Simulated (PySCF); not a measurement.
C2H5FGeO2 (SMILES C=[CH][Ge]([OH])([OH])[F]), singlet, at a GFN2-xTB geometry; CASSCF(8,9)/STO-3G (PySCF).

The PySCF input:
```python
from pyscf import gto, scf, mcscf
import numpy

mol = gto.Mole()
mol.atom = '''
    C    -2.45267752    0.25831351   -0.96616230
    C    -1.66355795   -0.45729450   -0.18741683
    Ge    0.23242713   -0.04409065    0.06367478
    O     0.68292753    1.39557418   -0.75814331
    O     1.42554846   -1.25125579   -0.31597792
    F     0.53710005    0.22084128    1.79671206
    H    -2.08065450    1.11056970   -1.51019425
    H    -3.49859460    0.01949266   -1.08627660
    H    -2.03936833   -1.30798341    0.36308989
    H     1.62011820    1.58594691   -0.78712497
    H     1.55653550   -1.94535808    0.32694891
'''
mol.basis = 'sto-3g'
mol.verbose = 4
mol.build()

mf = scf.RHF(mol)
mf.kernel()
mc = mcscf.CASSCF(mf, 9, 8)
mc.fix_spin_(ss=0.0)
mc.kernel()
occ = numpy.linalg.eigvalsh(mc.fcisolver.make_rdm1(mc.ci, mc.ncas, mc.nelecas))[::-1]
ss = mc.fcisolver.spin_square(mc.ci, mc.ncas, mc.nelecas)[0]
print('natural occupations', occ.round(4), ' <S^2>', round(ss, 4))
```

What the program printed (banner, timings and long lists left out):

```
PySCF version 2.14.0

[INPUT] verbose = 4
[INPUT] num. atoms = 11
[INPUT] num. electrons = 74
[INPUT] charge = 0
[INPUT] spin (= nelec alpha-beta = 2S) = 0
[INPUT] symmetry False subgroup None
[INPUT] Mole.unit = angstrom
[INPUT] Symbol           X                Y                Z      unit          X                Y                Z       unit  Magmom
[...]
nuclear repulsion = 503.625815952677
number of shells = 28
number of NR pGTOs = 144
number of NR cGTOs = 48
basis = sto-3g
ecp = {}

******** <class 'pyscf.scf.hf.RHF'> ********
method = RHF
initial guess = minao
damping factor = 0
level_shift factor = 0
DIIS = <class 'pyscf.scf.diis.CDIIS'>
diis_start_cycle = 1
diis_space = 8
diis_damp = 0
SCF conv_tol = 1e-09
SCF conv_tol_grad = None
SCF max_cycles = 50
direct_scf = True
direct_scf_tol = 1e-13
Set gradient conv threshold to 3.16228e-05
Initial guess from minao.
init E= -2373.09410082846
[...]
cycle= 1 E= -2374.99871462592  delta_E= -1.9  |g|= 0.647  |ddm|= 4.07
[...]
cycle= 2 E= -2375.18339803682  delta_E= -0.185  |g|= 0.138  |ddm|= 1.19
[...]
cycle= 3 E= -2375.19209928772  delta_E= -0.0087  |g|= 0.0371  |ddm|= 0.253
[...]
cycle= 4 E= -2375.19301228396  delta_E= -0.000913  |g|= 0.0135  |ddm|= 0.0884
[...]
cycle= 5 E= -2375.19310303722  delta_E= -9.08e-05  |g|= 0.00431  |ddm|= 0.0282
[...]
cycle= 6 E= -2375.19311760605  delta_E= -1.46e-05  |g|= 0.00164  |ddm|= 0.0112
[...]
cycle= 7 E= -2375.19311918994  delta_E= -1.58e-06  |g|= 0.000341  |ddm|= 0.00434
[...]
cycle= 8 E= -2375.19311926921  delta_E= -7.93e-08  |g|= 0.000112  |ddm|= 0.000857
[...]
cycle= 9 E= -2375.19311927839  delta_E= -9.18e-09  |g|= 1.02e-05  |ddm|= 0.000366
[...]
cycle= 10 E= -2375.19311927847  delta_E= -7.87e-11  |g|= 2.35e-06  |ddm|= 2.9e-05
[...]
Extra cycle  E= -2375.19311927846  delta_E= 1.27e-11  |g|= 9.96e-07  |ddm|= 4.9e-06
converged SCF energy = -2375.19311927846

******** <class 'pyscf.mcscf.mc1step.CASSCF'> ********
CAS (4e+4e, 9o), ncore = 33, nvir = 6
max_cycle_macro = 50
max_cycle_micro = 4
conv_tol = 1e-07
conv_tol_grad = None
orbital rotation max_stepsize = 0.02
orbital rotation threshold for CI restart = 0.01
augmented hessian ah_max_cycle = 30
augmented hessian ah_conv_tol = 1e-12
augmented hessian ah_linear dependence = 1e-14
augmented hessian ah_level shift = 1e-08
augmented hessian ah_start_tol = 2.5
augmented hessian ah_start_cycle = 3
augmented hessian ah_grad_trust_region = 3
kf_trust_region = 3
kf_interval = 4
ci_response_space = 4
ci_grad_trust_region = 3
with_dep4 0
natorb = False
canonicalization = True
sorting_mo_energy = False
ao2mo_level = 2
internal_rotation = False
******** <class 'pyscf.fci.addons.SpinPenaltyFCISolver'> ********
max. cycles = 50
conv_tol = 1e-08
davidson only = True
linear dependence = 1e-12
level shift = 0.001
max iter space = 12
nroots = 1
pspace_size = 400
spin = None
CASCI E = -2375.24850119791  S^2 = 0.0000000
Set conv_tol_grad to 0.000316228
macro iter   1 ( 21 JK    4 micro), CASSCF E = -2375.26336192719  dE = -1.48607293e-02  S^2 = 0.0000000
               |grad[o]|=0.0379  |grad[c]|=0.0234  |ddm|=0.0443  |maxRot[o]|=0.191
macro iter   2 ( 21 JK    4 micro), CASSCF E = -2375.27011679805  dE = -6.75487086e-03  S^2 = 0.0000000
               |grad[o]|=0.026  |grad[c]|=0.0196  |ddm|=0.0261  |maxRot[o]|=0.0811
macro iter   3 ( 12 JK    3 micro), CASSCF E = -2375.27510767204  dE = -4.99087399e-03  S^2 = 0.0000000
               |grad[o]|=0.0194  |grad[c]|=0.0158  |ddm|=0.0122  |maxRot[o]|=0.0695
macro iter   4 ( 21 JK    4 micro), CASSCF E = -2375.27809456599  dE = -2.98689395e-03  S^2 = 0.0000000
               |grad[o]|=0.0163  |grad[c]|=0.0139  |ddm|=0.0106  |maxRot[o]|=0.0703
macro iter   5 ( 21 JK    4 micro), CASSCF E = -2375.28003528283  dE = -1.94071684e-03  S^2 = 0.0000000
               |grad[o]|=0.0137  |grad[c]|=0.0121  |ddm|=0.00661  |maxRot[o]|=0.0963
macro iter   6 ( 21 JK    4 micro), CASSCF E = -2375.28067991673  dE = -6.44633892e-04  S^2 = 0.0000000
               |grad[o]|=0.0119  |grad[c]|=0.0151  |ddm|=0.0122  |maxRot[o]|=0.0477
macro iter   7 (  7 JK    2 micro), CASSCF E = -2375.28330703007  dE = -2.62711335e-03  S^2 = 0.0000000
               |grad[o]|=0.0112  |grad[c]|=0.00601  |ddm|=0.0156  |maxRot[o]|=0.0698
macro iter   8 (  7 JK    2 micro), CASSCF E = -2375.28499740895  dE = -1.69037887e-03  S^2 = 0.0000000
               |grad[o]|=0.00825  |grad[c]|=0.00814  |ddm|=0.0127  |maxRot[o]|=0.0698
macro iter   9 (  6 JK    2 micro), CASSCF E = -2375.28563578789  dE = -6.38378946e-04  S^2 = 0.0000000
               |grad[o]|=0.00512  |grad[c]|=0.00599  |ddm|=0.00629  |maxRot[o]|=0.0499
macro iter  10 ( 15 JK    4 micro), CASSCF E = -2375.28433817482  dE =  1.29761308e-03  S^2 = 0.0000000
               |grad[o]|=0.00281  |grad[c]|=0.018  |ddm|=0.0183  |maxRot[o]|=0.101
macro iter  11 ( 21 JK    4 micro), CASSCF E = -2375.28519348678  dE = -8.55311958e-04  S^2 = 0.0000000
               |grad[o]|=0.00635  |grad[c]|=0.00659  |ddm|=0.00283  |maxRot[o]|=0.0503
macro iter  12 ( 21 JK    4 micro), CASSCF E = -2375.28530637508  dE = -1.12888302e-04  S^2 = 0.0000000
               |grad[o]|=0.00417  |grad[c]|=0.00676  |ddm|=0.00282  |maxRot[o]|=0.0417
macro iter  13 ( 21 JK    4 micro), CASSCF E = -2375.28535761412  dE = -5.12390375e-05  S^2 = 0.0000000
               |grad[o]|=0.00412  |grad[c]|=0.0109  |ddm|=0.00445  |maxRot[o]|=0.0213
macro iter  14 (  7 JK    2 micro), CASSCF E = -2375.28590278943  dE = -5.45175313e-04  S^2 = 0.0000000
               |grad[o]|=0.00394  |grad[c]|=0.00537  |ddm|=0.00571  |maxRot[o]|=0.0601
macro iter  15 ( 18 JK    4 micro), CASSCF E = -2375.28523161387  dE =  6.71175560e-04  S^2 = 0.0000000
               |grad[o]|=0.00211  |grad[c]|=0.0215  |ddm|=0.00264  |maxRot[o]|=0.063
macro iter  16 ( 21 JK    4 micro), CASSCF E = -2375.28557890237  dE = -3.47288500e-04  S^2 = 0.0000000
               |grad[o]|=0.00467  |grad[c]|=0.00541  |ddm|=0.00124  |maxRot[o]|=0.0472
[...]
macro iter  22 ( 16 JK    4 micro), CASSCF E = -2375.28626769265  dE = -4.31147334e-04  S^2 = 0.0000000
               |grad[o]|=0.00382  |grad[c]|=0.00602  |ddm|=0.00228  |maxRot[o]|=0.0316
macro iter  23 (  6 JK    2 micro), CASSCF E = -2375.28654880070  dE = -2.81108050e-04  S^2 = 0.0000000
               |grad[o]|=0.0023  |grad[c]|=0.00206  |ddm|=0.0036  |maxRot[o]|=0.0242
macro iter  24 ( 15 JK    4 micro), CASSCF E = -2375.28580900492  dE =  7.39795778e-04  S^2 = 0.0000000
               |grad[o]|=0.00192  |grad[c]|= 0.02  |ddm|=0.0154  |maxRot[o]|=0.0766
macro iter  25 ( 21 JK    4 micro), CASSCF E = -2375.28585909381  dE = -5.00888882e-05  S^2 = 0.0000000
               |grad[o]|=0.0043  |grad[c]|=0.00518  |ddm|=0.00124  |maxRot[o]|=0.0102
macro iter  26 ( 17 JK    4 micro), CASSCF E = -2375.28585325506  dE =  5.83874817e-06  S^2 = 0.0000000
               |grad[o]|=0.00305  |grad[c]|=0.00569  |ddm|=0.00126  |maxRot[o]|=0.0132
macro iter  27 ( 11 JK    3 micro), CASSCF E = -2375.28606173525  dE = -2.08480191e-04  S^2 = 0.0000000
               |grad[o]|=0.00271  |grad[c]|=0.000619  |ddm|=0.0017  |maxRot[o]|=0.0178
macro iter  28 ( 17 JK    4 micro), CASSCF E = -2375.28626651040  dE = -2.04775146e-04  S^2 = 0.0000000
               |grad[o]|=0.00181  |grad[c]|=0.00472  |ddm|=0.000808  |maxRot[o]|=0.0274
macro iter  29 ( 16 JK    4 micro), CASSCF E = -2375.28612124116  dE =  1.45269233e-04  S^2 = 0.0000000
               |grad[o]|=0.00173  |grad[c]|=0.00292  |ddm|=0.000948  |maxRot[o]|=0.0228
macro iter  30 ( 17 JK    4 micro), CASSCF E = -2375.28634793187  dE = -2.26690701e-04  S^2 = 0.0000000
               |grad[o]|=0.00223  |grad[c]|=0.00429  |ddm|=0.00276  |maxRot[o]|=0.0267
macro iter  31 (  7 JK    2 micro), CASSCF E = -2375.28653852583  dE = -1.90593960e-04  S^2 = 0.0000000
               |grad[o]|=0.00172  |grad[c]|=0.00155  |ddm|=0.00329  |maxRot[o]|=0.0299
macro iter  32 ( 16 JK    4 micro), CASSCF E = -2375.28599430690  dE =  5.44218924e-04  S^2 = 0.0000000
               |grad[o]|=0.00184  |grad[c]|=0.00299  |ddm|=0.00121  |maxRot[o]|=0.0435
macro iter  33 ( 21 JK    4 micro), CASSCF E = -2375.28609713298  dE = -1.02826081e-04  S^2 = 0.0000000
               |grad[o]|=0.00355  |grad[c]|=0.00485  |ddm|=0.00143  |maxRot[o]|=0.00825
macro iter  34 (  7 JK    2 micro), CASSCF E = -2375.28646479618  dE = -3.67663199e-04  S^2 = 0.0000000
               |grad[o]|=0.00293  |grad[c]|=0.00246  |ddm|=0.00445  |maxRot[o]|=0.031
macro iter  35 (  6 JK    2 micro), CASSCF E = -2375.28666677065  dE = -2.01974466e-04  S^2 = 0.0000000
               |grad[o]|=0.0019  |grad[c]|=0.002  |ddm|=0.00432  |maxRot[o]|=0.0326
macro iter  36 ( 15 JK    4 micro), CASSCF E = -2375.28582276771  dE =  8.44002936e-04  S^2 = 0.0000000
               |grad[o]|=0.00179  |grad[c]|=0.0246  |ddm|=0.0214  |maxRot[o]|=0.0893
macro iter  37 ( 21 JK    4 micro), CASSCF E = -2375.28591781940  dE = -9.50516910e-05  S^2 = 0.0000000
               |grad[o]|=0.00457  |grad[c]|=0.00625  |ddm|=0.00136  |maxRot[o]|=0.0102
macro iter  38 (  6 JK    2 micro), CASSCF E = -2375.28624486042  dE = -3.27041014e-04  S^2 = 0.0000000
               |grad[o]|=0.00303  |grad[c]|=0.0023  |ddm|=0.00313  |maxRot[o]|=0.0247
macro iter  39 ( 15 JK    4 micro), CASSCF E = -2375.28504007517  dE =  1.20478525e-03  S^2 = 0.0000000
               |grad[o]|=0.00182  |grad[c]|=0.0276  |ddm|=0.0233  |maxRot[o]|=0.0771
macro iter  40 ( 20 JK    4 micro), CASSCF E = -2375.28564215360  dE = -6.02078435e-04  S^2 = 0.0000000
               |grad[o]|=0.00603  |grad[c]|=0.00728  |ddm|=0.00261  |maxRot[o]|=0.0442
macro iter  41 (  6 JK    2 micro), CASSCF E = -2375.28585318939  dE = -2.11035789e-04  S^2 = 0.0000000
               |grad[o]|=0.00279  |grad[c]|=0.00112  |ddm|=0.00143  |maxRot[o]|=0.023
macro iter  42 ( 12 JK    4 micro), CASSCF E = -2375.28590895447  dE = -5.57650792e-05  S^2 = 0.0000000
               |grad[o]|=0.00111  |grad[c]|=0.00295  |ddm|=0.000479  |maxRot[o]|=0.0119
macro iter  43 ( 14 JK    4 micro), CASSCF E = -2375.28594168275  dE = -3.27282746e-05  S^2 = 0.0000000
               |grad[o]|=0.00094  |grad[c]|=0.00143  |ddm|=0.00266  |maxRot[o]|=0.0269
macro iter  44 ( 15 JK    4 micro), CASSCF E = -2375.28487877601  dE =  1.06290674e-03  S^2 = 0.0000000
               |grad[o]|=0.00132  |grad[c]|=0.0257  |ddm|=0.0202  |maxRot[o]|=0.0931
macro iter  45 ( 20 JK    4 micro), CASSCF E = -2375.28551313963  dE = -6.34363625e-04  S^2 = 0.0000000
               |grad[o]|=0.00552  |grad[c]|= 0.01  |ddm|=0.00416  |maxRot[o]|=0.0468
macro iter  46 ( 19 JK    4 micro), CASSCF E = -2375.28543401548  dE =  7.91241555e-05  S^2 = 0.0000000
               |grad[o]|=0.00291  |grad[c]|=0.00621  |ddm|=0.0021  |maxRot[o]|=0.0281
macro iter  47 ( 20 JK    4 micro), CASSCF E = -2375.28566690542  dE = -2.32889939e-04  S^2 = 0.0000000
               |grad[o]|=0.0029  |grad[c]|=0.00272  |ddm|=0.00168  |maxRot[o]|=0.0235
macro iter  48 ( 18 JK    4 micro), CASSCF E = -2375.28571080514  dE = -4.38997222e-05  S^2 = 0.0000000
               |grad[o]|=0.00171  |grad[c]|=0.00431  |ddm|=0.00213  |maxRot[o]|=0.0296
macro iter  49 ( 17 JK    4 micro), CASSCF E = -2375.28578714001  dE = -7.63348658e-05  S^2 = 0.0000000
               |grad[o]|=0.0017  |grad[c]|=0.00393  |ddm|=0.00244  |maxRot[o]|=0.025
macro iter  50 ( 18 JK    4 micro), CASSCF E = -2375.28565242464  dE =  1.34715365e-04  S^2 = 0.0000000
               |grad[o]|=0.00147  |grad[c]|=0.00578  |ddm|=0.00259  |maxRot[o]|=0.0318
1-step CASSCF not converged,  50 macro (781 JK 178 micro) steps
CASSCF canonicalization
Density matrix diagonal elements [1.98106636 1.95035671 1.95212669 1.92352567 0.10677259 0.03031298
 0.01758615 0.02462824 0.01362462]
CASSCF energy = -2375.28565242464
CASCI E = -2375.28565242464  E(CI) = -11.6431927065837  S^2 = 0.0000000
natural occupations [1.9831 1.9756 1.9634 1.8855 0.1148 0.0382 0.0185 0.0127 0.0082]  <S^2> 0.0
```

Convergence was not reached.
